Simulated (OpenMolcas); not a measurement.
Cu VII: Racah parameters, worked from levels

| Quantity | Value |
| --- | --- |
| Program | OpenMolcas |
| Basis | ANO-RCC-VQZP [7s6p4d3f2g1h] |
| Scalar Hamiltonian | DKH2, point nucleus |
| Active space | 11 electrons in 8 orbitals (RAS1 3p, at most 2 holes; RAS2 3d) |
| State averaging | 2S+1 = 6 even, 1 root; 2S+1 = 4 even, 24 roots; 2S+1 = 2 even, 53 roots |
| Spin-orbit coupling | RASSI with atomic mean-field integrals over the reference wave functions, term energies averaged over their components |

Methods: RASSCF; MS-RASPT2, IPEA 0.25 Eh, imaginary shift 0.1 Eh (closed shells correlated: 3s).

**Racah parameters.** Above ⁶S, d5 has ⁴D at 17B + 5C, ⁴G at 10B + 5C and ⁴P at 7B + 7C. The first two fix B and C, and the third tests them; where it misses by thousands of cm-1, two parameters do not describe the configuration (Trees and configuration-interaction terms are left out) and B and C hang on the terms chosen. Term energies are centres of gravity, weighted by 2J + 1.

```json
{"Source": "RASSCF", "⁴D": "62881", "⁴G": "52811", "B": "1439", "C": "7685", "C/B": "5.34", "⁴P from B, C": "63868", "⁴P found": "54651"}
{"Source": "MS-RASPT2", "⁴D": "57761", "⁴G": "47660", "B": "1443", "C": "6646", "C/B": "4.61", "⁴P from B, C": "56623", "⁴P found": "52609"}
```

Energies in cm-1. From RASSCF to MS-RASPT2, B changes by +0.3 % and C by -13.5 %.

CASPT2 breaks the degeneracy within a term, and the mean is taken; among the terms shown or strongly mixed into the levels shown the widest spread is 380 cm-1 (3d⁵ ⁴G, MS-RASPT2). Active for correlation alone: 3p; no level in the range computed is led by a configuration that opens it, so any true level of that kind is missing. Without dynamic correlation excited terms often stand tens of per cent too high (terms of higher spin than the ground term too low), and those without a measured partner can miss by more than the paired ones (holds for RASSCF). Some levels mix across a computed gap that differs much from the measured one, so their mixing is not that of the real levels (holds for RASSCF). Only configurations of the active space appear.
